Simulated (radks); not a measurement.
Q: These are the eigenvalues of the occupied orbitals of an atom or ion with whole-number occupations (eV). Calculated with a radial shooting solver on a logarithmic mesh with Libxc functionals: scalar-relativistic Kohn-Sham, LDA (Slater exchange, Perdew-Wang correlation), spin-polarised, spherical densities, finite nucleus; Fermi nuclear charge, rms radius of each element as measured or else 0.836 A^(1/3) + 0.57 fm.

| orbital | eigenvalue |
|---|---|
| 1s up | -73816.16 |
| 1s down | -73816.16 |
| 2s up | -12883.74 |
| 2s down | -12883.55 |
| 2p up | -11230.68 |
| 2p down | -11230.52 |
| 3s up | -3021.583 |
| 3s down | -3021.496 |
| 3p up | -2535.975 |
| 3p down | -2535.882 |
| 3d up | -1991.465 |
| 3d down | -1991.329 |
| 4s up | -661.4190 |
| 4s down | -661.2313 |
| 4p up | -502.0010 |
| 4p down | -501.8120 |
| 4d up | -303.7682 |
| 4d down | -303.5406 |
| 5s up | -123.1504 |
| 5s down | -121.7249 |
| 4f up | -83.3752 |
| 4f down | -83.0047 |
| 5p up | -82.3245 |
| 5p down | -80.5743 |
| 5d up | -36.1524 |
| 5d down | -34.1493 |

Which element is it, and in what charge state? The configuration may be excited.

A: Z = 76, osmium, charge +3: Os3+ in [Xe] 4f14 5d(up 4, down 1). The list shows which subshells hold electrons but not how many an open one holds; the 1s level, -2712.7 hartree, gives Z - s = 73.7 by -(Z - s)^2/2, which with screening and relativity narrows Z to a few neighbours, and the depths of the outer levels then fix element, charge and occupations together.
